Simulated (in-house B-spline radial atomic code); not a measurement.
Configurations of the vanadium ion V³⁺, with energies counted from [Ar] 3d2. All numbers are computed (non-relativistic revTPSS, spin-polarised, spherical fractional occupations; point nucleus) with an all-electron radial atomic-structure program (B-spline basis), not measured. Shells without spins written out take the highest spin.

Occupations are held fixed; configurations that lie above the ionisation limit could autoionise.

| configuration | E - E(ref) (eV) | highest orbital | its <r> (bohr) |
| --- | --- | --- | --- |
| [Ar] 3d1 4s1 | 12.041 | 4s up | 2.441 |
| [Ar] 3d(1 up, 0 down) 4s(0 up, 1 down) | 12.393 | 4s down | 2.467 |
| [Ar] 3d1 4d1 | 26.703 | 4d up | 3.477 |
| [Ne] 3s2 3p5 3d2 4s1 | 50.295 | 4s up | 2.413 |
| [Ne] 3s2 3p5 3d2 4p1 | 56.57 | 4p up | 2.704 |
| [Ne] 3s2 3p5 3d2 4f1 | 71.188 | 4f up | 4.282 |

(1) Order these further configurations by energy, lowest first.
A. [Ar] 3d(0 up, 1 down) 4f(1 up, 0 down)
B. [Ne] 3s2 3p5 3d3
C. [Ne] 3s2 3p5 3d2 4d1
D. [Ne] 3s2 3p(3 up, 2 down) 3d(1 up, 1 down) 4f(0 up, 1 down)
E. [Ar] 3d1 4f1

(2) How far above the reference does [Ar] 3d(1 up, 0 down) 4d(0 up, 1 down) lie?

(3) How far above the reference does [Ar] 3d1 4p1 lie?

## Answers

(1) E (32.533 eV), A (32.563 eV), B (36.94 eV), C (65.249 eV), D (74.002 eV).

(2) 26.812 eV; its least bound orbital is 4d down with <r> = 3.505 bohr.

(3) 18.193 eV; its least bound orbital is 4p up with <r> = 2.739 bohr.
